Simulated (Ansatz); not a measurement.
Ansatz (an electronic-structure program) input (B3LYP/6-31G* with LANL2DZ past Ar): The .json file joins the Basis Set Exchange's 6-31G* for atoms up to Ar and LANL2DZ past it.

Ansatz 0.2 input:
```yaml
crystal:
  periodic: [false, false, false]
  atoms:
    - {symbol: Ca, position_ang: [-0.00000000, -0.00000000, -1.13783117]}
    - {symbol: S, position_ang: [0.00000000, 0.00000000, 1.42228897]}
basis:
  gaussian:
    orbitals: 6-31Gs+LANL2DZ.json
hamiltonian:
  xc: {name: B3LYP}
phonons: {temperatures: {t_min: 298.15, t_max: 298.15, t_step: 100}}
```

Output:

```
Functional definition: B3LYP
integrals: 0.01 GiB planned
368 factors; integrals over basis functions are off by at most 1.1e-4 eV
mean field: 0.08 GiB planned
mean field evaluation 1: about -11821.8125 eV, gradient 3.6e1 eV
mean field evaluation 2: about -11715.9528 eV, gradient 9.2e1 eV
mean field evaluation 4: about -11826.9629 eV, gradient 2.1e1 eV
mean field evaluation 8: about -11829.1762 eV, gradient 1.9e0 eV
mean field evaluation 16: about -11820.9413 eV, gradient 2.3e1 eV
mean field evaluation 32: about -11828.7691 eV, gradient 8.7e0 eV
mean field -11829.19827602 eV, -434.7150185251 hartree, gradient 3.9e-5 eV, S^2 0.000000; 4 other end points of the search recorded, 0 dependent functions left out
the calculation of the forces begins
reference -11829.19846166 eV, -434.7150253471 hartree; 13, 13 occupied and 18, 18 virtual orbitals, 368 factors
these checks for a lower state are left out or cut short: stability, starts, cluster_reference, orbital_swaps, neighbouring_geometries, increment
integrals: 0.01 GiB planned
368 factors; integrals over basis functions are off by at most 1.1e-4 eV
mean field: 0.08 GiB planned
mean field -11829.19827602 eV, -434.7150185252 hartree, gradient 8.2e-7 eV, S^2 0.000000; 0 other end points of the search recorded, 0 dependent functions left out
the calculation of the forces begins
reference -11829.19846166 eV, -434.7150253472 hartree; 13, 13 occupied and 18, 18 virtual orbitals, 368 factors
these checks for a lower state are left out or cut short: stability, starts, cluster_reference, orbital_swaps, neighbouring_geometries, increment
integrals: 0.01 GiB planned
368 factors; integrals over basis functions are off by at most 1.1e-4 eV
mean field: 0.08 GiB planned
mean field -11829.19827602 eV, -434.7150185252 hartree, gradient 8.2e-7 eV, S^2 0.000000; 0 other end points of the search recorded, 0 dependent functions left out
the calculation of the forces begins
reference -11829.19846166 eV, -434.7150253472 hartree; 13, 13 occupied and 18, 18 virtual orbitals, 368 factors
these checks for a lower state are left out or cut short: stability, starts, cluster_reference, orbital_swaps, neighbouring_geometries, increment
integrals: 0.01 GiB planned
368 factors; integrals over basis functions are off by at most 1.1e-4 eV
mean field: 0.08 GiB planned
mean field evaluation 64: about -11829.1983 eV, gradient 8.2e-7 eV
mean field -11829.19827602 eV, -434.7150185252 hartree, gradient 8.2e-7 eV, S^2 0.000000; 0 other end points of the search recorded, 0 dependent functions left out
the calculation of the forces begins
reference -11829.19846166 eV, -434.7150253472 hartree; 13, 13 occupied and 18, 18 virtual orbitals, 368 factors
these checks for a lower state are left out or cut short: stability, starts, cluster_reference, orbital_swaps, neighbouring_geometries, increment
integrals: 0.01 GiB planned
368 factors; integrals over basis functions are off by at most 1.1e-4 eV
mean field: 0.08 GiB planned
mean field -11829.19827602 eV, -434.7150185252 hartree, gradient 8.2e-7 eV, S^2 0.000000; 0 other end points of the search recorded, 0 dependent functions left out
the calculation of the forces begins
reference -11829.19846166 eV, -434.7150253472 hartree; 13, 13 occupied and 18, 18 virtual orbitals, 368 factors
these checks for a lower state are left out or cut short: stability, starts, cluster_reference, orbital_swaps, neighbouring_geometries, increment
integrals: 0.01 GiB planned
368 factors; integrals over basis functions are off by at most 1.1e-4 eV
mean field: 0.08 GiB planned
mean field -11829.19824341 eV, -434.7150173267 hartree, gradient 1.8e-6 eV, S^2 0.000000; 0 other end points of the search recorded, 0 dependent functions left out
the calculation of the forces begins
reference -11829.19842903 eV, -434.7150241482 hartree; 13, 13 occupied and 18, 18 virtual orbitals, 368 factors
these checks for a lower state are left out or cut short: stability, starts, cluster_reference, orbital_swaps, neighbouring_geometries, increment
integrals: 0.01 GiB planned
368 factors; integrals over basis functions are off by at most 1.1e-4 eV
mean field: 0.08 GiB planned
mean field -11829.19825384 eV, -434.7150177101 hartree, gradient 1.4e-6 eV, S^2 0.000000; 0 other end points of the search recorded, 0 dependent functions left out
the calculation of the forces begins
reference -11829.19843949 eV, -434.7150245327 hartree; 13, 13 occupied and 18, 18 virtual orbitals, 368 factors
these checks for a lower state are left out or cut short: stability, starts, cluster_reference, orbital_swaps, neighbouring_geometries, increment
integrals: 0.01 GiB planned
368 factors; integrals over basis functions are off by at most 1.1e-4 eV
mean field: 0.08 GiB planned
mean field -11829.19827602 eV, -434.7150185252 hartree, gradient 8.2e-7 eV, S^2 0.000000; 0 other end points of the search recorded, 0 dependent functions left out
the calculation of the forces begins
reference -11829.19846166 eV, -434.7150253472 hartree; 13, 13 occupied and 18, 18 virtual orbitals, 368 factors
these checks for a lower state are left out or cut short: stability, starts, cluster_reference, orbital_swaps, neighbouring_geometries, increment
integrals: 0.01 GiB planned
368 factors; integrals over basis functions are off by at most 1.1e-4 eV
mean field: 0.08 GiB planned
mean field evaluation 96: about -11829.1983 eV, gradient 2.0e-5 eV
mean field -11829.19827602 eV, -434.7150185252 hartree, gradient 8.2e-7 eV, S^2 0.000000; 0 other end points of the search recorded, 0 dependent functions left out
the calculation of the forces begins
reference -11829.19846166 eV, -434.7150253472 hartree; 13, 13 occupied and 18, 18 virtual orbitals, 368 factors
these checks for a lower state are left out or cut short: stability, starts, cluster_reference, orbital_swaps, neighbouring_geometries, increment
integrals: 0.01 GiB planned
368 factors; integrals over basis functions are off by at most 1.1e-4 eV
mean field: 0.08 GiB planned
mean field -11829.19827602 eV, -434.7150185252 hartree, gradient 8.2e-7 eV, S^2 0.000000; 0 other end points of the search recorded, 0 dependent functions left out
the calculation of the forces begins
reference -11829.19846166 eV, -434.7150253472 hartree; 13, 13 occupied and 18, 18 virtual orbitals, 368 factors
these checks for a lower state are left out or cut short: stability, starts, cluster_reference, orbital_swaps, neighbouring_geometries, increment
integrals: 0.01 GiB planned
368 factors; integrals over basis functions are off by at most 1.1e-4 eV
mean field: 0.08 GiB planned
mean field -11829.19827602 eV, -434.7150185252 hartree, gradient 8.2e-7 eV, S^2 0.000000; 0 other end points of the search recorded, 0 dependent functions left out
the calculation of the forces begins
reference -11829.19846166 eV, -434.7150253472 hartree; 13, 13 occupied and 18, 18 virtual orbitals, 368 factors
these checks for a lower state are left out or cut short: stability, starts, cluster_reference, orbital_swaps, neighbouring_geometries, increment
integrals: 0.01 GiB planned
368 factors; integrals over basis functions are off by at most 1.1e-4 eV
mean field: 0.08 GiB planned
mean field -11829.19825384 eV, -434.7150177101 hartree, gradient 1.4e-6 eV, S^2 0.000000; 0 other end points of the search recorded, 0 dependent functions left out
the calculation of the forces begins
reference -11829.19843949 eV, -434.7150245327 hartree; 13, 13 occupied and 18, 18 virtual orbitals, 368 factors
these checks for a lower state are left out or cut short: stability, starts, cluster_reference, orbital_swaps, neighbouring_geometries, increment
integrals: 0.01 GiB planned
368 factors; integrals over basis functions are off by at most 1.1e-4 eV
mean field: 0.08 GiB planned
mean field -11829.19824341 eV, -434.7150173267 hartree, gradient 1.8e-6 eV, S^2 0.000000; 0 other end points of the search recorded, 0 dependent functions left out
the calculation of the forces begins
reference -11829.19842903 eV, -434.7150241482 hartree; 13, 13 occupied and 18, 18 virtual orbitals, 368 factors
Total energy: -11829.19846166 eV, -434.7150253471 hartree
Atom 0 at    -0.000000    -0.000000    -1.137831 Å, force     0.000000    -0.000000    -0.002048 eV/Å
Atom 1 at     0.000000     0.000000     1.422289 Å, force    -0.000000     0.000000     0.002048 eV/Å
Dipole moment:     0.000000     0.000000    -2.047972 e Å
Vibrations: 365.83 cm⁻¹, zero-point energy 0.022679 eV
```

The blocks after the first are displaced geometries, from whose forces the wavenumbers follow.
